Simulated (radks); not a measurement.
Question: Ce3+, 55 electrons, occupied as [Xe] 6s1 (not the ground configuration). Calculated with a radial shooting solver on a logarithmic mesh with Libxc functionals: scalar-relativistic Kohn-Sham, Wu-Cohen GGA, spin-polarised, spherical densities, finite nucleus; open shells are filled with parallel spins first (spin-orbit coupling, left out, can overturn this in heavy ions); Fermi nuclear charge, rms radius 4.8771 fm. Some entries of the table are withheld. Estimate them.

orbital  occ.  eigenvalue (eV)  r(max) (bohr)
1s up       1        -40296.62        0.01574
1s down     1        -40296.60        0.01574
2s up       1        -6482.259        0.08909
2s down     1        -6482.247        0.08909
2p up       3        -5810.462        0.07168
2p down     3        -5810.451        0.07168
3s up       1        -1424.834         0.2547
3s down     1        -1424.817         0.2547
3p up       3        -1211.115         0.2493
3p down     3        -1211.098         0.2493
3d up       5        -907.0016         0.2053
3d down     5        -906.9857         0.2053
4s up       1        -316.3512         0.5922
4s down     1        -316.3178         0.5922
4p up       3        -246.2892         0.6178
4p down     3        -246.2528         0.6178
4d up       5        -145.2946         0.6495
4d down     5        -145.2498         0.6495
5s up       1         -70.2932          1.344
5s down     1         -70.1649          1.344
5p up       3         -51.6444          1.495
5p down     3         -51.4365          1.494
5d up       0         -27.7430            (1)
5d down     0         -27.1656            (2)
6s up       1         -23.4622            (3)
6s down     0         -22.2178            (4)
6p up       0              (5)          3.508

Answer: 
(1) 5d up r(max) (bohr): 1.905
(2) 5d down r(max) (bohr): 1.885
(3) 6s up r(max) (bohr): 3.052
(4) 6s down r(max) (bohr): 3.036
(5) 6p up eigenvalue (eV): -18.5038
